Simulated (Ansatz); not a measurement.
`F[SiH]1CS1`, relaxed with RKS PBE0-D4/def2-TZVP in Ansatz 0.2.0 from a PBE-D4/def2-SVP geometry. The force threshold is 0.005 eV/Å; the program also tests the step.

Charge 0, multiplicity 1.

Start:

```xyz
7

F    -1.349    0.501   -1.654
Si   -0.200   -0.293   -0.805
C     0.132    0.212    0.937
S     1.556    0.703   -0.252
H    -0.192   -1.700   -1.290
H    -0.390    1.092    1.355
H     0.443   -0.515    1.709
```

```tsv
step	energy (eV)	largest force (eV/Å)	largest move (Å)
1	-22508.8330	1.047	0.000
2	-22508.8868	0.646	0.024
3	-22508.9023	0.053	0.027
4	-22508.9027	0.029	0.006
5	-22508.9028	0.006	0.003
6	-22508.9028	0.007	0.003
7	-22508.9028	0.001	0.001
```

End:

```xyz
7

F    -1.325    0.486   -1.622
Si   -0.202   -0.281   -0.800
C     0.125    0.210    0.924
S     1.530    0.689   -0.248
H    -0.183   -1.675   -1.268
H    -0.377    1.080    1.338
H     0.432   -0.510    1.676
```

Run time 41 s (2 threads of an Intel Xeon Platinum 8259CL on a shared host); peak host memory 0.34 GiB.
